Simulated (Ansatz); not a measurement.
Geometry optimisation, Ansatz, RKS B3LYP-D4/6-31G*.

Input file:

```yaml
crystal:
  periodic: [false, false, false]
  atoms:
    - { symbol: B, position_ang: [-0.086605, 0.599645, -0.489761] }
    - { symbol: H, position_ang: [-0.032065, -0.007973, 1.833984] }
    - { symbol: "N", position_ang: [1.178715, -0.002319, -0.715624] }
    - { symbol: H, position_ang: [1.328444, -0.831704, -1.269335] }
    - { symbol: H, position_ang: [2.026064, 0.482618, -0.459616] }
    - { symbol: "N", position_ang: [-1.312255, -0.088404, -0.751946] }
    - { symbol: H, position_ang: [-1.336303, -0.989653, -1.203691] }
    - { symbol: H, position_ang: [-2.178299, 0.410159, -0.881973] }
    - { symbol: O, position_ang: [-0.070762, 1.895758, 0.039789] }
    - { symbol: H, position_ang: [-0.965309, 2.213606, 0.223003] }
    - { symbol: H, position_ang: [-0.031523, 0.694567, 1.90657] }
basis:
  gaussian: { orbitals: "6-31G*" }
hamiltonian:
  xc: b3lyp
  dispersion: d4
relax:
  f_tol: 0.03
  max_steps: 50
```

Command:

```bash
$ ansatz run input.yaml --threads 1 --pin off --max-ram 2048MiB --backend cpu --events-out ev --progress --plain --runs-dir out
```

Q: Where does it end, and by what steps?

A: The forces met the threshold. The force dipped under the threshold on the way, but the program's further checks kept it going. After 21 steps the energy has fallen by 0.251 eV; H2 moved furthest, 1.81 Å.

```csv
step,energy less start (eV),largest force component (eV/Å),accepted
0,0.0000,1.559,yes
1,-0.1400,0.216,yes
2,-0.1858,0.221,yes
3,-0.2048,0.201,yes
4,-0.2137,0.117,yes
5,-0.2243,0.114,yes
6,-0.2315,0.090,yes
7,-0.1764,1.591,no
8,-0.2371,0.095,yes
9,-0.2413,0.038,yes
10,-0.2419,0.402,yes
11,-0.2455,0.082,yes
12,-0.2471,0.045,yes
13,-0.2479,0.140,yes
14,-0.2489,0.071,yes
15,-0.2495,0.023,yes
16,-0.2499,0.031,yes
17,-0.2501,0.052,yes
18,-0.2502,0.041,yes
19,-0.2504,0.019,yes
20,-0.2505,0.021,yes
21,-0.2506,0.028,yes
```

```xyz
11
Properties=species:S:1:pos:R:3
B -0.155 0.448 -0.706
H 0.239 0.824 3.417
N 1.145 -0.013 -1.051
H 1.320 -0.777 -1.684
H 1.944 0.241 -0.488
N -1.335 -0.073 -1.329
H -1.278 -0.687 -2.130
H -2.221 0.409 -1.288
O -0.222 1.422 0.287
H -1.132 1.643 0.522
H 0.216 0.939 2.681
```

Whether the end is a true minimum wasn't checked by a vibrational analysis.

Run time: 63 s on 1 thread of Arm Neoverse V1, on a shared host, peak memory 0.17 GiB.
